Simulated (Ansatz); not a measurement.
Consider the formal hydrolysis of the Si–C bond: `ClC[SiH2][TeH]` + H₂O → `O[SiH2][TeH]` + `CCl`.

Calculated with Ansatz (gas phase, PBE0-D4/def2-TZVP geometries, no zero-point term in ΔE). CCSD(T)/CBS adds triple-zeta CCSD(T) − MP2 to the extrapolated MP2 energy (def2 sets, frozen cores). This one scheme is used for every species. Functionals use def2-TZVPP. Elements past krypton have def2 core potentials. For Te outer-core shells are correlated without core-valence functions, which leaves a few kJ/mol of doubt a bond. One conformer a species, not always the lowest.

**Question.** Is it downhill or uphill in electronic energy at CCSD(T)/CBS, and by how much? (Estimate.)

**Answer.** Computed: Downhill: ΔE = -90.8 kJ/mol.

**Question.** What do these levels give: PBE-D4, PBE, r2SCAN, HF/def2-QZVPP, SCS-MP2/def2-QZVPP, CCSD/CBS(def2)? (Best estimate.)

**Answer.** The calculation gave: PBE-D4 -86.8, PBE -91.8, r2SCAN -99.1, HF/def2-QZVPP -117.1, SCS-MP2/def2-QZVPP -96.9, CCSD/CBS(def2) -93.9 kJ/mol.

Largest T1 diagnostic among the species: 0.011.

The D4 term adds +8.0 kJ/mol with B3LYP and +4.6 kJ/mol with PBE0; it sums over pairs of atoms, weighted by their polarisabilities, and B3LYP, whose exchange is more repulsive, gets the larger term. In def2-TZVPP, CCSD(T) changes the Hartree–Fock value by +23.0 kJ/mol (the triples alone add +3.1 kJ/mol) and MP2 by +23.3 kJ/mol.

B3LYP here is the variant with VWN-RPA as its local correlation; programs differ in this.
